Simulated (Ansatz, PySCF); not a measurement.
Sn(F)3(SiH3) (F3H3SiSn), SMILES [F][Sn]([F])([F])[SiH3]. Atoms are numbered in the order given.

```xyz
8

F      2.0747    -0.3165     1.5821
Sn     1.1358    -0.0430    -0.0872
F      1.9572     1.5526    -0.8099
F      1.8169    -1.4534    -1.2228
Si    -1.4384     0.0502     0.1132
H     -1.7519     1.1860     1.0159
H     -1.8658    -1.2528     0.6813
H     -1.9620     0.2629    -1.2593
```
Charge 0, spin multiplicity 1.

Coordinates come from a B3LYP-D3(BJ)/def2-SVP optimisation. The structure was generated by enumeration; whether it is a known compound was not checked. The def2 effective core potentials stand for the cores of Sn; spin–orbit coupling is left out.

Two levels are set side by side: PBE-D3(BJ)/def2-SVP (Ansatz, an electronic-structure program) and B3LYP-D3(BJ)/def2-SVP (Ansatz). Each level has its own optimised geometry; the coordinates shown are those of the second. Frequencies come from the Hessian of PySCF at each geometry. Differences are taken from unrounded values.

```json
[
 {"quantity": "mean bond length (Å)", "B3LYP-D3(BJ)": "1.834", "PBE-D3(BJ)": "1.847", "PBE-D3(BJ) minus B3LYP-D3(BJ)": "0.013"},
 {"quantity": "bond F1–Sn2 (Å)", "B3LYP-D3(BJ)": "1.935", "PBE-D3(BJ)": "1.949", "PBE-D3(BJ) minus B3LYP-D3(BJ)": "0.015"},
 {"quantity": "bond Sn2–F3 (Å)", "B3LYP-D3(BJ)": "1.935", "PBE-D3(BJ)": "1.949", "PBE-D3(BJ) minus B3LYP-D3(BJ)": "0.015"},
 {"quantity": "bond Sn2–F4 (Å)", "B3LYP-D3(BJ)": "1.935", "PBE-D3(BJ)": "1.949", "PBE-D3(BJ) minus B3LYP-D3(BJ)": "0.015"},
 {"quantity": "bond Sn2–Si5 (Å)", "B3LYP-D3(BJ)": "2.584", "PBE-D3(BJ)": "2.587", "PBE-D3(BJ) minus B3LYP-D3(BJ)": "0.003"},
 {"quantity": "bond Si5–H6 (Å)", "B3LYP-D3(BJ)": "1.484", "PBE-D3(BJ)": "1.498", "PBE-D3(BJ) minus B3LYP-D3(BJ)": "0.014"},
 {"quantity": "bond Si5–H7 (Å)", "B3LYP-D3(BJ)": "1.484", "PBE-D3(BJ)": "1.498", "PBE-D3(BJ) minus B3LYP-D3(BJ)": "0.014"},
 {"quantity": "bond Si5–H8 (Å)", "B3LYP-D3(BJ)": "1.484", "PBE-D3(BJ)": "1.498", "PBE-D3(BJ) minus B3LYP-D3(BJ)": "0.014"},
 {"quantity": "highest harmonic wavenumber (cm⁻¹)", "B3LYP-D3(BJ)": "2274", "PBE-D3(BJ)": "2215", "PBE-D3(BJ) minus B3LYP-D3(BJ)": "-59"},
 {"quantity": "mean harmonic wavenumber (cm⁻¹)", "B3LYP-D3(BJ)": "748", "PBE-D3(BJ)": "722", "PBE-D3(BJ) minus B3LYP-D3(BJ)": "-27"},
 {"quantity": "zero-point energy (kcal/mol)", "B3LYP-D3(BJ)": "19.26", "PBE-D3(BJ)": "18.57", "PBE-D3(BJ) minus B3LYP-D3(BJ)": "-0.68"}
]
```

GGA bonds tend to be longer and softer than those of functionals with exact exchange. Differences between two approximate levels are no errors against the true value.
